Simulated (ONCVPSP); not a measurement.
## Ranking ONCV potentials for lead

All share these settings but for the change named:

ONCVPSP 4.0.1 input, shortened (lines: element, Z, core and valence counts, functional; n l f; lmax; l rc ep ncon nbas qcut; lloc lpopt rc5 dvloc0; l nproj debl; icmod fcfact rcfact), PBEsol, fully relativistic:

```
  Pb 82.00   10    5  -116133      upf
    1    0    2.00
    2    0    2.00
    2    1    6.00
    3    0    2.00
    3    1    6.00
    3    2   10.00
    4    0    2.00
    4    1    6.00
    4    2   10.00
    4    3   14.00
    5    0    2.00
    5    1    6.00
    5    2   10.00
    6    0    1.50
    6    1    2.50
    2
    0    1.45    0.00    4    8    6.50
    1    1.40    0.00    4    7    8.30
    2    1.90    0.00    4    8    7.10
    4    5    1.35    4.00
    0    2    0.70
    1    2    1.10
    2    2    2.60
    0    0.00    0.00
```

Open shells are filled in proportion to 2j + 1.

Test errors are all-electron minus pseudo excitation energies from the reference, over 5s2 5p6 5d10 6s2 6p2; 5s2 5p6 5d10 6s2 6p1; 5s2 5p6 5d10 6s2 6p0; 5s2 5p6 5d9 6s2 6p2. None of these files shows a bound ghost.

The base gives 10.9 meV.

Of 10 variants that were run, those that failed, showed a ghost or another fault, or gave nearly equal values are left out.

Task: Rank these variants by their largest absolute test error, smallest first.
A. d: rc 2.76
B. d: rc 2.5
C. d: rc 2.12
D. d: rc 1.78
E. d: rc 2.28

Result: D (3.5 meV), C (31.8 meV), E (56.3 meV), B (96.9 meV), A (151.0 meV).
